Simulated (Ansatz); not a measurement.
Species: H₂BO₂, charge 0, doublet. H2BO2 (SMILES B(O)[O], doublet).
B3LYP-D3(BJ)/def2-TZVP minimum from Ansatz (a first-principles code):
```
B
O 1 1.3262
O 1 1.3589 2 126.37
H 3 0.9614 1 113.47 2 180.00
H 1 1.2144 2 109.62 3 180.00
```
Charge 0, spin multiplicity 2.

Total energies in cc-pVDZ, 17 correlated electrons, 3 frozen orbitals. UHF or UKS for unpaired electrons; spin-orbit terms are left out. Correlated methods leave the cores frozen. No relativity.

```tsv
method	program	energy (Eh)	minus CCSDT(Q) (mEh)
HF	Ansatz	-175.63764	449.72
MP2	Ansatz	-176.04742	39.93
CCSD	Ansatz	-176.07537	11.99
CCSD(T)	Ansatz	-176.08535	2.00
CCSDT(Q)	Ansatz	-176.08735	0.00
```

Rough core times of Ansatz's runs on a shared machine: CCSD(T) under 20 s, CCSDT(Q) 3 min.
